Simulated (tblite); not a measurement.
Run record: tight-binding relaxation, `C=N[SiH2][Se][Se]CC#N`.

Computed with GFN2-xTB geometry optimisation, gas phase (tblite 0.8.0). Start geometry: from a force field or distance geometry. The input is one job of a driver script: a line of settings, then coordinates in Å.

Command:
```bash
OMP_NUM_THREADS=1 python probes_run.py task.json out
```

Input:
```
{"job": {"kind": "relax", "xc": "GFN2-xTB", "basis": "xTB"}, "charge": 0, "multiplicity": 1}
C     -1.751900    -1.389400    -0.693900
N     -1.684800    -0.574100     0.291500
Si    -1.806200     1.179200     0.092000
Se    -0.131800     1.949400    -1.261600
Se     1.459100     1.634200     0.501200
C      1.973600    -0.103500    -0.211000
C      3.037200    -0.665100     0.625400
N      3.879500    -1.111100     1.295700
H     -1.908500    -1.026800    -1.704800
H     -1.675500    -2.455000    -0.520400
H     -3.113200     1.496800    -0.534300
H     -1.738300     1.840200     1.401500
H      1.101500    -0.785500    -0.194100
H      2.358600     0.010100    -1.248800
```

Output:
```
step      E/eV     max force
  0    -636.30178    2.777
  1    -636.27371    7.276
  2    -636.44645    1.818
  3    -636.46431    1.868
  4    -636.49995    0.367
  5    -636.51382    0.303
  6    -636.52759    0.526
  7    -636.54240    0.413
  8    -636.55724    0.414
  9    -636.57278    0.351
... (98 lines left out)
108    -636.74211    0.034
109    -636.74220    0.072
110    -636.74234    0.092
111    -636.74246    0.072
112    -636.74256    0.032
113    -636.74263    0.030
114    -636.74270    0.052
115    -636.74275    0.034
116    -636.74277    0.017
117    -636.74278    0.004
```

«max force» is the largest atomic force in eV/Å.

Q: From which step on does the largest force stay under 0.1 eV/Å, and how much energy is left to gain from there?

A: From step 51 (0.051 eV/Å), 5.1 meV above the end.

Summary of the converged run: energy lowered by 10.2 kcal/mol over 117 steps; largest atomic force 0.004 eV/Å at the end.

Q: Where do the atoms end?

A: 0.407 Å rms from the input after alignment:
```
atom  x, y, z in Å
C1    -1.9006   -1.4818   -0.7839
N2    -1.4088   -0.4966   -0.1888
Si3   -1.7963    1.1627    0.0081
Se4   -0.0470    2.2180   -1.1205
Se5    1.6601    1.8358    0.3679
C6     2.0202   -0.0786   -0.1320
C7     3.0352   -0.6213    0.7111
N8     3.8471   -1.0540    1.3911
H9    -2.8383   -1.4671   -1.3404
H10   -1.3752   -2.4332   -0.7551
H11   -2.9961    1.7573   -0.5750
H12   -1.6162    1.3693    1.4366
H13    1.0777   -0.6185   -0.0035
H14    2.3375   -0.0926   -1.1771
```

Q: How long does this job take on an Arm Neoverse N1 with one thread, no GPU (shared host)?

A: About 1.8 s.
Labels such as C1 count atoms from 1, the log's own numbers from 0.
